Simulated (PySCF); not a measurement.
Simulated outer-valence photoelectron spectrum of `C#CC(=C=O)C#N`. Computed with EOM-IP-CCSD/aug-cc-pVDZ in PySCF, restricted Hartree–Fock reference, frozen core, non-relativistic, gas phase, PBE0-D3(BJ)/def2-SVP geometry.

Each root has a Gaussian of 0.6 eV full width with its one-hole share as area; cross sections and vibrations are left out, and the highest printed point is 100.

(ionisation energy (eV), intensity): (8.8, 1), (9.0, 5), (9.2, 22), (9.4, 47), (9.6, 54), (9.8, 34), (10.0, 11), (10.2, 2), (10.4, 0), (10.6, 0), (10.8, 0), (11.0, 2), (11.2, 12), (11.4, 35), (11.6, 57), (11.8, 57), (12.0, 55), (12.2, 58), (12.4, 48), (12.6, 33), (12.8, 49), (13.0, 87), (13.2, 100), (13.4, 69), (13.6, 39), (13.8, 42), (14.0, 54), (14.2, 41), (14.4, 17), (14.6, 4), (14.8, 0), (15.0, 0), (15.2, 0), (15.4, 0), (15.6, 0), (15.8, 3), (16.0, 14), (16.2, 38), (16.4, 58), (16.6, 61), (16.8, 60), (17.0, 52), (17.2, 30), (17.4, 10), (17.6, 2), (17.8, 0)

Q: Where are the maxima, and how many lines lie under the curve?

A: 6 maxima, at 9.5, 11.7, 12.2, 13.2, 14.0 and 16.5 eV, from 8 lines. At this width some lines have no maximum of their own.

Q: List the lines with their holes.

A: 
| E (eV) | leading hole (HF orbital) | area | Koopmans (eV) |
| --- | --- | --- | --- |
| 9.55 | HOMO | 0.96 | 9.89 |
| 11.64 | HOMO-1 | 0.96 | 11.86 |
| 12.25 | HOMO-2 | 0.94 | 12.75 |
| 13.07 | HOMO-3 | 0.95 | 13.38 |
| 13.24 | HOMO-5 | 0.92 | 15.73 |
| 14.02 | HOMO-4 | 0.92 | 15.07 |
| 16.42 | HOMO-6 | 0.92 | 17.94 |
| 16.94 | HOMO-7 | 0.87 | 19.33 |

The widest gap, 2.40 eV, lies between 14.02 and 16.42 eV. Only orbitals with −ε under 21 eV, eight at most, were ionised, so the high end of the curve may lack lines.
